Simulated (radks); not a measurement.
The niobium ion Nb2+, 39 electrons, occupied as [Kr] 4d3 (the NIST ground configuration).

Calculated with a radial shooting solver on a logarithmic mesh with Libxc functionals: Dirac Kohn-Sham, PBE, spin-unpolarised, spherical densities, finite nucleus; open shells are shared between the two j in proportion to 2j + 1; Fermi nuclear charge, rms radius 4.324 fm.

Energy parts (hartree):
| part | energy |
|---|---|
| total | -3819.30225 |
| kinetic | 3953.47571 |
| electron-nucleus | -9198.50775 |
| Hartree | 1544.15115 |
| exchange-correlation | -118.42135 |

Orbitals (lengths in bohr, moments of r in powers of bohr; <r^-3> diverges for s and p1/2; r(max) is where P^2 peaks):
1s1/2: occ. 2; eigenvalue (hartree) -691.5146; r(max) 0.02349; <r^2> 0.001757
2s1/2: occ. 2; eigenvalue (hartree) -97.26824; r(max) 0.1333; <r^2> 0.02938
2p1/2: occ. 2; eigenvalue (hartree) -89.31753; r(max) 0.1039; <r^2> 0.02224
2p3/2: occ. 4; eigenvalue (hartree) -85.79771; r(max) 0.1076; <r^-3> 2211; <r^2> 0.02361
3s1/2: occ. 2; eigenvalue (hartree) -16.77201; r(max) 0.3957; <r^2> 0.2250
3p1/2: occ. 2; eigenvalue (hartree) -13.77833; r(max) 0.3833; <r^2> 0.2242
3p3/2: occ. 4; eigenvalue (hartree) -13.20819; r(max) 0.3925; <r^-3> 362.6; <r^2> 0.2349
3d3/2: occ. 4; eigenvalue (hartree) -7.92296; r(max) 0.3330; <r^-3> 52.17; <r^2> 0.2241
3d5/2: occ. 6; eigenvalue (hartree) -7.81682; r(max) 0.3357; <r^-3> 49.85; <r^2> 0.2276
4s1/2: occ. 2; eigenvalue (hartree) -2.78783; r(max) 1.032; <r^2> 1.512
4p1/2: occ. 2; eigenvalue (hartree) -1.95910; r(max) 1.105; <r^2> 1.850
4p3/2: occ. 4; eigenvalue (hartree) -1.88085; r(max) 1.130; <r^-3> 49.87; <r^2> 1.937
4d3/2: occ. 1.2; eigenvalue (hartree) -0.70623; r(max) 1.437; <r^-3> 3.723; <r^2> 4.060
4d5/2: occ. 1.8; eigenvalue (hartree) -0.69889; r(max) 1.448; <r^-3> 3.539; <r^2> 4.127

The highest occupied level is 4d5/2 at -19.018 eV. The density falls to 0.001 e/bohr^3 at r = 3.65 bohr. Summed over all electrons, <r^2> = 31.08 bohr^2, which gives a Langevin (diamagnetic) susceptibility term of -24.6 x 10^-6 cm^3/mol. The electron density at the nucleus is 8.249e+04 e/bohr^3. For comparison, the ionisation energy in NIST's Atomic Spectra Database is 25.040 eV (semi-empirical). In exact Kohn-Sham theory the highest level is minus the ionisation energy, but local and semilocal functionals leave it too shallow, through self-interaction and a potential that decays too fast; potentials with the right tail come closer.

Run on one thread of a shared host, so times are rough (Arm Neoverse N1): 0.14 s of CPU time, 0.14 s wall, 14 iterations on 2198 mesh points.

Beside tabulated values, note that spin-unpolarised runs miss the spin-polarisation part of the exchange energy of open shells.
